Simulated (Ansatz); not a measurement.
What each rung costs, and what it gives

The pair of K⁺ (SMILES [K+], atom 1) and CH5N (SMILES CN, atoms 2–8), both closed shells, in one local arrangement (a lower one may exist), relaxed at PBE0-D4/def2-TZVP:

K1  (0.055, -0.054, -2.933)
C2  (-0.463, 0.300, 0.614)
N3  (0.557, -0.358, -0.221)
H4  (-0.282, 0.192, 1.686)
H5  (-1.445, -0.121, 0.395)
H6  (-0.494, 1.367, 0.385)
H7  (0.604, -1.338, 0.042)
H8  (1.469, 0.012, 0.033)
(Å)

Interaction energies are counterpoise-corrected; the time is that of the whole pair.

Program: Ansatz 0.2.0. Basis: as named in each row. Cores are frozen in the correlated methods. The outer core shell of Li, Na, Mg and K is correlated. The def2 sets are not built for correlating such inner shells, so the correlated values are less sure here. B3LYP uses VWN-RPA correlation. Extrapolation: Hartree–Fock as exp(−7.88 √X), correlation as X^−2.97.

Times are rough, for one single point on 2 threads of a shared host (AMD EPYC 9R45).

The estimate by CCSD(T) at an estimated basis limit (MP2 extrapolated from triple and quadruple zeta, plus CCSD(T) − MP2 in triple zeta) is -0.884 eV.

| method | basis | time (s) | interaction energy (eV) | method less estimate |
| --- | --- | --- | --- | --- |
| HF | STO-3G | under 1 | -0.845 | 0.040 |
| SPW92 | def2-SVP | under 1 | -1.044 | -0.159 |
| PBE-D4 | STO-3G | under 1 | -1.133 | -0.248 |
| PBE-D4 | def2-SVP | under 1 | -0.935 | -0.051 |
| PBE0-D4 | def2-SVP | under 1 | -0.943 | -0.059 |
| B3LYP-D4 | 6-31G | under 1 | -1.123 | -0.238 |
| CCSD(T) | def2-SVP | 1 | -0.845 | 0.039 |
| PBE-D4 | def2-TZVPPD | 1 | -0.883 | 0.001 |
| PBE0-D4 | def2-TZVPPD | 1 | -0.889 | -0.004 |
| revPBE-D4 | def2-TZVPPD | 2 | -0.840 | 0.044 |
| BLYP-D4 | def2-TZVPPD | 2 | -0.869 | 0.016 |
| B3LYP-D4 | def2-TZVPPD | 2 | -0.887 | -0.002 |
| HSE06-D4 | def2-TZVPPD | 2 | -0.888 | -0.004 |
| r2SCAN-D4 | def2-TZVPPD | 2 | -0.855 | 0.030 |
| wB97M-V | def2-SVP | 3 | -0.931 | -0.047 |
| B2PLYP | def2-TZVPPD | 3 | -0.848 | 0.037 |
| wB97X-V | def2-TZVPPD | 5 | -0.879 | 0.006 |
| wB97M-V | def2-TZVPPD | 6 | -0.877 | 0.007 |
| B97M-V | def2-TZVPPD | 6 | -0.846 | 0.038 |
| MP2 | def2-QZVPPD | 8 | -0.877 | 0.008 |
| CCSD(T) | def2-TZVPPD | 22 | -0.835 | 0.049 |

No T1 diagnostic of these runs exceeds 0.009.
